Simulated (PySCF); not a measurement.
AsCuH4S: core ionisation energies

Species: Cu(AsH3)(SH) (singlet state).
Structure used (PBE0-D3(BJ)/def2-SVP), in Å, numbered top down from 1:
```xyz
7
AsCuH4S angstrom
Cu     0.1607    0.0617   -1.0017
As     0.1494    0.0403    1.2894
H     -0.8924    0.8274    2.0506
H      1.3570    0.5558    2.0359
H     -0.0047   -1.2554    2.0521
S      0.2417    0.1323   -3.1470
H     -1.0119   -0.3619   -3.2793
```

Computed, not measured: delta-SCF UKS SCAN, pcX-2 on the ionised atom (unc-x2c-TZVPall on a metal), pcseg-1 elsewhere, spin-free X2C in PySCF 2.14.0. Binding energies are ΔSCF values: E(core-ionised, relaxed orbitals) − E(ground state) at a fixed geometry, referred to the vacuum level.

**Question.** List the computed XPS lines with their assignment.

**Answer.** 
```tsv
atom(s)	environment	level	binding energy (eV)	2p1/2 (eV)	count
Cu1	copper bonded to As and S	Cu 2p3/2	938.10	958.75	1
S6	sulfur bonded to Cu and H	S 1s	2475.25	–	1
```

**Question.** Give the binding energy of Cu 2p3/2 of Cu1 in hartree and in kJ/mol.

**Answer.** 938.10 eV = 34.4745 Eh = 90513 kJ/mol.

**Question.** Which photon energy gives electrons from Cu 2p3/2 of Cu1 a kinetic energy of 100 eV, and what is their de Broglie wavelength?

**Answer.** hν = 938.10 + 100 = 1038.10 eV, recoil neglected; λ = 12.264 Å/√(E/eV) = 1.23 Å.

Not every level is listed. Spin–orbit coupling isn't in the SCF: each 2p doublet comes from a relaxed spin-free hole plus a matrix of the shell (mean-field spin–orbit coupling and the ground-state 2p splitting), with 2p3/2 averaged over its two sublevels. 2p1/2 minus 2p3/2 (ligand field included): Cu 20.66 eV. Satellites of the metal's 2p lines aren't described. No level of arsenic is listed. Geometry: PBE0-D3(BJ)/def2-SVP; no solvent, vibrations or thermal averaging. Metal 2p energies of this one-determinant scheme are less reliable than its 1s energies.

The run took 16 s of wall time on an x86-64 server with one thread, shared host.
